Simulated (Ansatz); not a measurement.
C$_{2}$H$_{7}$GaO, SMILES `C[CH](O)[GaH2]`. Total charge 0; spin multiplicity 1.

```csv
atom,x (Å),y (Å),z (Å)
C1,-0.473,-1.161,-0.649
C2,0.353,0.079,-0.466
O3,1.319,-0.057,0.640
Ga4,-0.252,1.651,0.559
H5,-1.147,-1.038,-1.500
H6,0.154,-2.040,-0.844
H7,-1.095,-1.369,0.228
H8,0.958,0.287,-1.348
H9,0.980,-0.720,1.250
H10,-1.225,1.319,1.750
H11,0.427,3.049,0.378
```

What are the harmonic wavenumbers in cm⁻¹ at PBE0-D4/def2-TZVP (Ansatz, finite differences of forces, unscaled)? (An estimate is asked.)

Ansatz gave: 117, 170, 253, 266, 368, 414, 478, 583, 609, 739, 849, 972, 1032, 1088, 1204, 1259, 1366, 1401, 1474, 1489, 1948, 1980, 3017, 3078, 3110, 3122, 3839.

Is this a minimum?

Yes, all 27 modes are real.

Give the ideal-gas thermochemistry at 298.15 K and 1 bar (rigid rotor, harmonic oscillator; point group C1, symmetry number 1).

Zero-point energy 216.7 kJ/mol; H(298) − E = 236.5 kJ/mol; entropy 333.0 J/(mol·K), of which translation 168.2, rotation 108.8, vibration 56.0; G(298) − E = 137.3 kJ/mol.

And at 400, 500, 600, 800 and 1000 K?


```
T (K)  H − E (kJ/mol)  S (J/mol/K)  G − E (kJ/mol)
  400           248.2        366.4           101.6
  500           261.6        396.2            63.4
  600           276.6        423.5            22.4
  800           310.4        472.0           -67.2
 1000           348.0        514.0          -165.9
```
